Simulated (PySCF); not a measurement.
**How methods differ on the ionisation energy of Be⁺**

Be⁺ [He] 2s1 (2S) → Be²⁺ 1s2 (1S), as a difference of total energies. Computed with PySCF 2.14 in aug-cc-pCVTZ (7s6p4d2f, 59 functions), with the non-relativistic Hamiltonian (point nucleus). Correlated levels: valence and next inner shell: nothing frozen. The calculations carry no spin-orbit coupling.

| method | ionisation energy (eV) |
| --- | --- |
| UHF | 18.127 |
| LDA | 18.251 |
| PBE | 18.491 |
| PBE0 | 18.452 |
| r2SCAN | 18.185 |
| MN15 | 18.044 |
| HSE06 | 18.446 |
| wB97M-V | 18.309 |
| wB97X | 17.931 |
| MP2 (valence and next inner shell) | 18.184 |
| SCS-MP2 (valence and next inner shell) | 18.178 |

Problem. How much does correlation contribute at MP2 (valence and next inner shell)?

Solution. 18.184 − (18.127) = 0.057 eV, measured against UHF.

Errors of the correlated levels include the incompleteness of this basis.

For comparison: 18.211 eV (measured; NIST Atomic Spectra Database, ionization energies).
